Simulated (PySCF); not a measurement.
chlorosilylformaldehyde (CH3ClOSi), SMILES C([SiH2]Cl)=O. Atoms are numbered in the order given.

```xyz
7

O     -0.1774     2.5862     0.0000
C     -0.5927     1.4511     0.0000
Si     0.6800    -0.0030     0.0000
Cl    -0.3459    -1.8113     0.0000
H     -1.6984     1.2362     0.0000
H      1.5175     0.1006    -1.2221
H      1.5175     0.1006     1.2221
```
Charge 0, spin multiplicity 1.

The structure is a stationary point at B3LYP-D3(BJ)/def2-SVP. Other conformers were not sampled.

Level of theory: PySCF with HF/def2-TZVPD.

Symmetry labels are those of the subgroup Cs that the program uses (full group Cs).

Computed valence orbital energies around the gap with their symmetry:
```
orbital  symmetry  energy (eV)
-------  --------  -----------
HOMO−7         A'       -18.22
HOMO−6         A'       -16.72
HOMO−5         A"       -15.36
HOMO−4         A'       -14.74
HOMO−3         A"       -14.35
HOMO−2         A'       -13.32
HOMO−1         A"       -12.69
HOMO           A'       -11.13
LUMO           A'         1.48
LUMO+1         A"         1.72
LUMO+2         A'         1.88
LUMO+3         A'         2.09
```
